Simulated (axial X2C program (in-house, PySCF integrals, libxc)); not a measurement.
# Spectroscopic constants of TaH⁺

All values were computed with an in-house relativistic program for diatomic molecules. Spin-free means the one-electron spin-free X2C Hamiltonian; two-component (2c) means X2C with spin–orbit coupling and atomic mean-field two-electron Coulomb and Gaunt terms, so the difference of the two also holds small scalar two-electron terms. Basis: Ta dyall-cv3z [13s14p9d7f4g], H dyall-v3z [6s2p1d] (cores contracted in-house); Gaussian nuclei, density fitting, unrestricted open shells. Masses: Ta 180.948 u, H 1.008 u.

Input:
```json
{
 "zs": [
  73,
  1
 ],
 "q": 1,
 "bas": [
  "dyall-cv3z",
  "dyall-v3z"
 ],
 "levels": [
  "PBE0",
  "HF",
  "B97-3"
 ],
 "cc": true,
 "r0": 1.78,
 "thr": -1.0,
 "nmax": 90,
 "npts": 10,
 "nst": 2,
 "ntry": 6
}
```
```bash
python so2c.py task.json out
```

Keys: zs atomic numbers; q charge; bas basis sets; levels methods; cc coupled cluster on or off; r0 starting distance in Å; thr threshold in hartree for freezing inner shells (an s shell follows its p shell); nmax most natural virtual spinors; npts points on the curve; nst determinants followed; ntry starts of the search. HF also brings MP2.

State, spin-free: M_S = 3/2, Λ = 0 (beyond evenly filled blocks: σα, δ+α, δ-α); electrons by block: σα: 14, σβ: 13, π+α: 7, π+β: 7, π-α: 7, π-β: 7, δ+α: 4, δ+β: 3, δ-α: 4, δ-β: 3, φ+α: 1, φ+β: 1, φ-α: 1, φ-β: 1. Fragments: Ta+ + H.

State, 2c: Ω = 3/2 (⟨Sz⟩ = -1.47, ⟨Lz⟩ = 2.97 at PBE0); electrons by block: 1/2: 21, -1/2: 21, 3/2: 11, -3/2: 10, 5/2: 4, -5/2: 4, 7/2: 1, -7/2: 1. Fragments: Ta+ + H.

```
Hamiltonian    level  Re (Å)  ωe (cm⁻¹)  Be (cm⁻¹)  De (eV)  D0 (eV)  k (mdyn/Å)  μ (D)
  spin-free     PBE0   1.737     1965.7      5.577     2.65     2.53        2.28  -1.96
  spin-free       HF   1.755     1950.0      5.464     1.42     1.30        2.25  -2.85
  spin-free      MP2   1.743     2014.4      5.536     2.34     2.21         2.4    n/a
  spin-free     CCSD   1.757     1932.9       5.45     2.61     2.49        2.21    n/a
  spin-free  CCSD(T)   1.757     1926.7      5.447     2.65     2.53        2.19    n/a
  spin-free    B97-3   1.751     1916.6      5.489     2.88     2.76        2.17  -1.89
         2c     PBE0   1.718     1971.3        5.7      n/a      n/a        2.29  -1.81
         2c       HF   1.740     1957.1      5.559      n/a      n/a        2.26  -2.43
         2c      MP2   1.723     2017.9      5.665      n/a      n/a         2.4    n/a
         2c     CCSD   1.736     1944.7      5.578      n/a      n/a        2.23    n/a
         2c  CCSD(T)   1.737     1939.2      5.573      n/a      n/a        2.22    n/a
         2c    B97-3   1.723     1947.6      5.667      n/a      n/a        2.24  -1.77
```

Correlated methods: 5 electrons correlated (number of frozen shells: Ta 5 s, 4 p, 2 d, 1 f; H none), 249 virtual spin orbitals or spinors in MP2, 65 natural virtuals in coupled cluster.

Dipoles are positive if H is the positive end and refer to the centre of mass.

The state is a single determinant with fixed occupations, the lowest that a limited PBE0 search found. De is counted from the lowest determinant-based energies of the atoms at the same level, without counterpoise correction. De is not given where an atomic determinant may have missed its ground term or J level, or where the truncated virtual space spoils (T). Density functionals use the spin component along the axis (collinear). Coupled cluster ran in a truncated set of natural virtual spinors; the MP2 energy of the rest was added. (T) has no such correction and the atoms are truncated less, which lowers De at CCSD(T) by a hundredth of an eV or more. PBE0 can misorder states that lie within some tenths of an eV, so this need not be the ground state of the molecule. The nearest other spin-free determinant of the search, M_S = 3/2, Λ = 3, lies 0.08 eV up at the distance of the search. The functionals have no current-density term, which raises determinants with orbital currents, atoms included. With several unpaired electrons one determinant need not be a pure state. The outer-core s and p shells of the metal are frozen in the correlated rows, which leaves out core–valence correlation; for alkali and alkaline-earth bonds that tends to lengthen them. With the outer-core shells frozen, correlated bond lengths of heavy atoms tend to come out a few hundredths of an ångström too long.

The spin-free and the 2c determinant differ in configuration, so the two halves of the table describe two states.

Rough cost a point (2c) on 1 thread(s) of a shared host, integrals apart: PBE0 0.7 s, HF 0.7 s, CCSD(T) 1.6 s, B97-3 0.8 s.

The whole task took 2.5 min on 1 thread of Arm Neoverse V1, on a shared host.
